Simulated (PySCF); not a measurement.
Cl2H4OSi2. Atoms are numbered in the order given.

```xyz
9

Si    -2.2551    -0.6137     0.3533
O     -0.8353    -0.0146     1.0176
Si     0.6343     0.4215     0.4582
Cl     0.3866     1.4826    -1.2819
Cl     1.7317    -1.2514     0.0194
H     -1.9287    -1.4525    -0.8328
H     -3.1248     0.5221    -0.0524
H     -2.9293    -1.4304     1.3939
H      1.3466     1.2384     1.4518
```

Geometry: ωB97X-D3(BJ)/def2-SVP. One conformer was computed; it need not be the lowest.

Calculation: PBE/def2-TZVP (PySCF).

ESP charges are fitted to the potential on shells at 1.4 to 2.0 van der Waals radii. Atomic charges (e):

| atom | meta-Löwdin | ESP fit | Löwdin | Mulliken |
|---|---|---|---|---|
| Si1 | 0.69 | 0.27 | 0.16 | 0.26 |
| O2 | -0.78 | -0.14 | ? | -0.32 |
| Si3 | 0.99 | 0.01 | -0.54 | 0.51 |
| Cl4 | -0.27 | -0.05 | 0.26 | -0.20 |
| Cl5 | -0.27 | -0.05 | 0.26 | -0.19 |
| H6 | -0.09 | -0.04 | ? | -0.02 |
| H7 | -0.09 | -0.04 | ? | -0.02 |
| H8 | -0.08 | -0.04 | ? | -0.02 |
| H9 | -0.09 | 0.08 | ? | 0.00 |

**Question.** Complete the blanks. (An estimate is asked for; the answer gives what the named calculation found.)

**Answer.** 
- O2, Löwdin: 0.01
- H6, Löwdin: -0.03
- H7, Löwdin: -0.04
- H8, Löwdin: -0.04
- H9, Löwdin: -0.03

Computed Mayer and Wiberg (Löwdin basis) orders of the bonds:
```tsv
bond	Mayer	Wiberg
Si1–O2	1.09	1.51
O2–Si3	1.26	1.66
Si3–Cl4	1.19	1.86
Si3–Cl5	1.21	1.88
Si1–H6	0.94	0.96
Si1–H7	0.94	0.97
Si1–H8	0.94	0.97
Si3–H9	0.92	0.92
```
